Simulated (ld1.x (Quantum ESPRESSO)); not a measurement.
## Before and after: PAW potential for Sb (Z = 51)

* Element: Sb
* Generator: ld1.x (Quantum ESPRESSO) 7.5
* Type: PAW
* Functional: PBEsol
* Relativity: scalar-relativistic
* Frozen core: [Kr]
* Valence charge: 15
* Reference configuration: 4d10 5s2 5p3
* Partial waves: 5s (bound): rcut 1.70, rcutus 1.95 bohr; 5s channel at -0.25 Ry: rcut 1.70, rcutus 1.95 bohr; 5p (bound): rcut 2.10, rcutus 2.45 bohr; 5p channel at 4.2 Ry: rcut 2.10, rcutus 2.45 bohr; 4d (bound): rcut 1.25, rcutus 1.45 bohr; 4d channel at -0.75 Ry: rcut 1.25, rcutus 1.45 bohr
* Local potential: all-electron potential smoothed inside 1.80 bohr (lloc = -1)
* Core correction: Bessel-smoothed model core inside 0.70 bohr
* Augmentation charge: BESSEL, radius 1.25 bohr

Change: all radii but the core radius scaled by about 0.97 (s 1.88, p 2.38, d 1.40 bohr, rcut 1.64/2.04/1.22); local potential all-electron potential smoothed inside 1.74 bohr (lloc = -1); augmentation BESSEL, radius 1.22 bohr.

Cutoffs: the cutoffs (Ry, on a coarse ladder) from which the occupation-weighted sum of valence levels, in a spherical-Bessel basis at the reference potential, stays within 10 and 1 mRy of its value at 400 Ry; they do not see the model core or the augmentation charge, which bear on the density cutoff. Errors are all-electron minus pseudo energies relative to the spin-unpolarised reference configuration.

Predict the effect on cutoff, ghosts and configuration errors.

The potential gets neither clearly harder nor softer (70 Ry and 120 Ry → 80 Ry and 120 Ry); of the 7 tests that both files solve, the error grows in 2 and shrinks in 2 by more than 15 % and 0.3 meV (median size 1.0 → 1.7 meV); neither file shows a bound ghost at the reference potential, the only one tested.

| quantity | base | changed |
| --- | --- | --- |
| cutoff, loose | 70 Ry | 80 Ry |
| cutoff, tight | 120 Ry | 120 Ry |
| loose cutoff by channel (10 mRy a level) | s 8 Ry, p 6 Ry, d 45 Ry | s 8 Ry, p 6 Ry, d 50 Ry |
| bound ghosts | none | none |
| error for 4d10 5s2 5p2, meV [ΔE 8.34 eV] | -1.0 | -0.9 |
| error for 4d10 5s2 5p1, meV [ΔE 24.36 eV] | -0.7 | +0.1 |
| error for 4d10 5s2 5p0, meV [ΔE 48.80 eV] | +0.5 | +3.6 |
| error for 4d10 5s1 5p0, meV [ΔE 93.13 eV] | -17 | -13 |
| error for 4d10 5s2 5p3.3, meV [ΔE -1.16 eV] | +0.3 | +0.3 |
| error for 4d10 5s1 5p3, meV [ΔE 17.11 eV] | -1.7 | -1.7 |
| error for 4d9 5s2 5p4, meV [ΔE 31.05 eV] | -31 | +936 |
| lowest overlap eigenvalue by channel | s 0.39, p 0.67, d 0.91 | s 0.41, p 0.65, d 0.98 |

Changed file: These tests converged, but a pseudo level misses the all-electron one widely, so the file describes the atom poorly there or has found another state: 4d9 5s2 5p4: 4d by 4.0 eV (a node warning on the way).
